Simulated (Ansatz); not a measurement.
Start from `[NH2][Hf]([F])([F])[F]` and change one element to get `[NH2][Zr]([F])([F])[F]`.

Ansatz, PBE0-D4/def2-TZVP geometries, multiplicity 1. Each molecule was computed in one conformer, which needn't be the lowest.

Elements past krypton have def2 core potentials.

| property | `[NH2][Hf]([F])([F])[F]` |
| --- | --- |
| HOMO–LUMO gap (ωB97M-V/def2-TZVPP) / eV | 11.12 |
| HOMO energy (B3LYP/def2-TZVPP) / eV | -7.89 |
| size of the dipole moment (B3LYP/def2-TZVPP) / D | 2.43 |
| size of the dipole moment (ωB97M-V/def2-TZVPP) / D | 2.35 |
| LUMO energy (B3LYP/def2-TZVPP) / eV | -0.93 |
| HOMO–LUMO gap (PBE/def2-TZVPP) / eV | 5.26 |

(1) What does the change do to each property? (Estimate.)

## Answers

(1) The calculation gave: 
```tsv
property	`[NH2][Zr]([F])([F])[F]`	shift
HOMO–LUMO gap (ωB97M-V/def2-TZVPP) / eV	10.94	-0.18
HOMO energy (B3LYP/def2-TZVPP) / eV	-7.94	-0.05
size of the dipole moment (B3LYP/def2-TZVPP) / D	2.50	0.07
size of the dipole moment (ωB97M-V/def2-TZVPP) / D	2.42	0.07
LUMO energy (B3LYP/def2-TZVPP) / eV	-1.30	-0.37
HOMO–LUMO gap (PBE/def2-TZVPP) / eV	4.79	-0.47
```

Dipoles are sizes alone; their direction can turn.

B3LYP here is the variant with VWN-RPA as its local correlation; programs differ in this.
